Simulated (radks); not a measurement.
Values are calculated unless marked as measured or tabulated.
Problem. These are the eigenvalues of the occupied orbitals of an atom or ion with whole-number occupations (eV). Level of theory: non-relativistic Kohn-Sham, LDA (Slater exchange, Perdew-Wang correlation), spin-unpolarised, spherical densities, point nucleus (a radial shooting solver on a logarithmic mesh with Libxc functionals).

| orbital | eigenvalue |
|---|---|
| 1s | -20340.37 |
| 2s | -2893.339 |
| 2p | -2676.798 |
| 3s | -540.9298 |
| 3p | -456.7573 |
| 3d | -301.6641 |
| 4s | -115.0162 |
| 4p | -89.8006 |
| 4d | -49.8584 |

Which element is it, and in what charge state? The configuration may be excited.

Solution. Z = 43, technetium, charge +4: Tc4+ in [Kr] 4d3. The list shows which subshells hold electrons but not how many an open one holds; the 1s level, -747.49 hartree, gives Z - s = 38.7 by -(Z - s)^2/2, which with screening narrows Z to a few neighbours, and the depths of the outer levels then fix element, charge and occupations together.
